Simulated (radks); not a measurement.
Results of a calculation; reference values are marked as such.
Species: Te II. Configuration: [Kr] 4d10 5s2 5p3.

Code: a radial shooting solver on a logarithmic mesh with Libxc functionals. Model: Dirac Kohn-Sham, BLYP, spin-unpolarised, spherical densities, finite nucleus; open shells are shared between the two j in proportion to 2j + 1; Fermi nuclear charge, rms radius 4.7423 fm.

Energy parts (eV):
total: -184953.022
kinetic: 195596.003
electron-nucleus: -448816.809
Hartree: 73069.308
exchange-correlation: -4801.524

Orbitals (lengths in bohr, moments of r in powers of bohr; r(max) is where P^2 peaks; r(90%) holds 90 % of the orbital's charge):
orbital  occ.  eigenvalue (eV)      <r^4>   r(max)  r(90%)  small-component weight
1s1/2       2        -31618.22  2.871e-06  0.01793  0.0500                3.66e-02
2s1/2       2        -4854.728  0.0004915   0.1015   0.185                7.80e-03
2p1/2       2        -4549.643  0.0003147  0.07793   0.165                7.83e-03
2p3/2       4        -4275.025  0.0003751  0.08264   0.173                7.45e-03
3s1/2       2        -973.0081    0.02144   0.2928   0.474                2.29e-03
3p1/2       2        -847.5136    0.02056   0.2792   0.470                2.24e-03
3p3/2       4        -796.3441    0.02355   0.2898   0.486                2.13e-03
3d3/2       4        -574.7856    0.01948   0.2360   0.464                2.01e-03
3d5/2       6        -564.0835    0.02033   0.2390   0.469                1.98e-03
4s1/2       2        -172.9634     0.6462   0.7011    1.10                6.44e-04
4p1/2       2        -129.8245     0.8233   0.7213    1.17                5.82e-04
4p3/2       4        -120.0778     0.9494   0.7457    1.22                5.50e-04
4d3/2       4         -51.2709      2.090   0.8055    1.48                4.06e-04
4d5/2       6         -49.7989      2.203   0.8144    1.50                3.97e-04
5s1/2       2         -23.3116      33.18    1.772    2.96                1.07e-04
5p1/2       1         -14.1861      72.12    2.043    3.60                7.43e-05
5p3/2       2         -13.2521      84.96    2.127    3.76                6.85e-05

The highest occupied level is 5p3/2 at -13.252 eV. For comparison, the ionisation energy in NIST's Atomic Spectra Database is 18.6 eV (measured). In exact Kohn-Sham theory the highest level is minus the ionisation energy, but local and semilocal functionals leave it too shallow, through self-interaction and a potential that decays too fast; potentials with the right tail come closer. The electron density at the nucleus is 2.28e+05 e/bohr^3. The density falls to 0.001 e/bohr^3 at r = 4.27 bohr. Summed over all electrons, <r^2> = 49.70 bohr^2, which gives a Langevin (diamagnetic) susceptibility term of -39.4 x 10^-6 cm^3/mol.

Beside tabulated values, note that spin-unpolarised runs miss the spin-polarisation part of the exchange energy of open shells.
